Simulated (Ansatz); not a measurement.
Start from `C[Se][Hf]([OH])([F])[F]` and change one element to get `C[Se][Ti]([OH])([F])[F]`.

Ansatz, PBE0-D4/def2-TZVP geometries, multiplicity 1. Each molecule was computed in one conformer, which needn't be the lowest.

Elements past krypton have def2 core potentials. Scalar relativity is left out up to krypton.

```
                               property  `C[Se][Hf]([OH])([F])[F]`
    HOMO–LUMO gap (PBE/def2-TZVPP) / eV                       3.92
  LUMO energy (ωB97M-V/def2-TZVPP) / eV                       0.76
    HOMO energy (B3LYP/def2-TZVPP) / eV                      -6.58
HOMO–LUMO gap (ωB97M-V/def2-TZVPP) / eV                       9.67
   HOMO–LUMO gap (PBE0/def2-TZVPP) / eV                       5.89
    LUMO energy (B3LYP/def2-TZVPP) / eV                      -1.14
```

(1) Give the same properties after the change, and the shifts. (An estimate is asked.)

Answers

(1) Computed: 
```
                               property  `C[Se][Ti]([OH])([F])[F]`  shift
    HOMO–LUMO gap (PBE/def2-TZVPP) / eV                       2.63  -1.29
  LUMO energy (ωB97M-V/def2-TZVPP) / eV                      -0.13  -0.89
    HOMO energy (B3LYP/def2-TZVPP) / eV                      -6.79  -0.21
HOMO–LUMO gap (ωB97M-V/def2-TZVPP) / eV                       8.95  -0.72
   HOMO–LUMO gap (PBE0/def2-TZVPP) / eV                       4.68  -1.21
    LUMO energy (B3LYP/def2-TZVPP) / eV                      -2.59  -1.45
```

With PBE0 the HOMO falls by 0.19 eV and the LUMO falls by 1.40 eV, so the gap narrows by about 1.21 eV. PBE moves the HOMO by -0.20 eV and ωB97M-V by -0.17 eV.

B3LYP here is the variant with VWN-RPA as its local correlation; programs differ in this.

Spin–orbit coupling is left out; it splits and shifts lone-pair levels of the heavy atoms by tenths of an eV.
